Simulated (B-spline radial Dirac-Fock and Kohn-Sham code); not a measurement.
# Relativistic shifts of the levels of Rb¹⁹⁺

System: Rb¹⁹⁺, [Ne] 3s2 3p6.

Both columns are ΔSCF binding energies of the configuration average from an atomic code on a B-spline grid: non-relativistic Hartree-Fock with a point nucleus, and Dirac-Fock with a finite nucleus and the Coulomb interaction alone, averaged over the two j levels with weights 2j+1.

```
shell  Hartree-Fock (eV)  Dirac-Fock (eV)  shift (eV)  shift (%)
   1s            15713.2          16002.9     +289.62      +1.84
   2s             2764.4           2832.9      +68.49      +2.48
   2p             2571.1           2588.7      +17.67      +0.69
   3s              930.1            946.8      +16.75      +1.80
   3p              855.7            861.1       +5.40      +0.63
```

Relativity binds 1s, 2s, 2p, 3s, 3p more strongly, among those listed most of all 2s in relative terms.

Values without a named source are computed, but for edge energies of neutral atoms, which are taken from tables.
